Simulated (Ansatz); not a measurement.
`BC1(B)C[SiH2]1` + `C[O][AlH][NH2]` → `B[NH][AlH][O]C` + `BC1C[SiH2]1`  (ligand exchange at a B–C bond)

Computed with Ansatz on PBE0-D4/def2-TZVP structures; ΔE is electronic, products minus reactants. CBS: MP2 limit from def2 TZ/QZ plus the TZ coupled-cluster correction, frozen cores. This one scheme is used for every species. Functionals use def2-TZVPP. One conformer a species, not always the lowest.

| species | r2SCAN-D4 energy (Eh) |
| --- | --- |
| `BC1(B)C[SiH2]1` | -420.09925 |
| `C[O][AlH][NH2]` | -414.15916 |
| `B[NH][AlH][O]C` | -439.62126 |
| `BC1C[SiH2]1` | -394.67026 |

(1) Work out ΔE.

Largest T1 diagnostic among the species: 0.013.

Results:

(1) ΔE = (-439.62126) + (-394.67026) − (-420.09925) − (-414.15916) = -0.03311 Eh = -86.9 kJ/mol. CCSD(T)/CBS gives -77.6 kJ/mol.

In def2-TZVPP, CCSD(T) changes the Hartree–Fock value by −18.3 kJ/mol (the triples alone add −3.2 kJ/mol) and MP2 by −14.0 kJ/mol. From PBE to PBE0 (25 % exact exchange), in def2-TZVPP and without D4, ΔE moves by +4.4 kJ/mol.
